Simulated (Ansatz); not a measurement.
A search over several starts for the lowest SCF solution of Te₄As⁺ at the given spin, in a small basis.

```yaml
crystal:
  periodic: [false, false, false]
  atoms:
    - {symbol: As, position_ang: [0.665470, 1.104445, 1.039655]}
    - {symbol: Te, position_ang: [2.004451, -0.970081, -0.199361]}
    - {symbol: Te, position_ang: [-0.775624, 2.161145, -0.877807]}
    - {symbol: Te, position_ang: [-1.776521, 0.176618, 0.733655]}
    - {symbol: Te, position_ang: [-0.117776, -2.472126, -0.696152]}
basis:
  gaussian: {orbitals: def2-SVP, initial_orbitals: start.molden}
total_charge: 1
magnetization: {spin_polarized: true, initial_magnetization: 2}
hamiltonian: {xc: pbe, dispersion: d4}
output: {orbitals: {seedname: orbitals}}
```

The file start.molden holds the orbitals of an earlier run on this structure, at another level or in another basis.

```sh
$ ansatz run in.yaml --threads 4 --pin off --events-out ev --progress --plain --max-ram 4787MiB
```

Output, abridged:

```
Functional definition: PBE
1643 factors; their error is unknown
mean field evaluation 1: about -89993.1344 eV, gradient 5.4e-2 eV
mean field evaluation 2: about -89993.0919 eV, gradient 7.3e-5 eV
mean field evaluation 4: about -89988.2092 eV, gradient 2.5e1 eV
mean field evaluation 8: about -89993.1199 eV, gradient 1.3e0 eV
mean field evaluation 16: about -89993.0919 eV, gradient 1.3e-3 eV
mean field evaluation 32: about -89990.3727 eV, gradient 7.6e0 eV
mean field -89993.09188321 eV, -3307.1851271993 hartree, gradient 7.3e-5 eV, S^2 2.004369; 5 other end points of the search recorded, 0 dependent functions left out
reference -89993.09191607 eV, -3307.1851284072 hartree; 65, 63 occupied and 71, 73 virtual orbitals, 1643 factors
Total energy: -89993.55445601 eV, -3307.2021264364 hartree
```

It took 7.5 s on 4 threads of Arm Neoverse V2 on a shared host.

In the def2 sets Te takes a core potential; there is no spin–orbit coupling. At PBE0-D4/def2-TZVP a singlet of charge 1 lies 0.37 eV below the triplet, each at its own geometry. The structure comes from a short search, and lower isomers may exist.
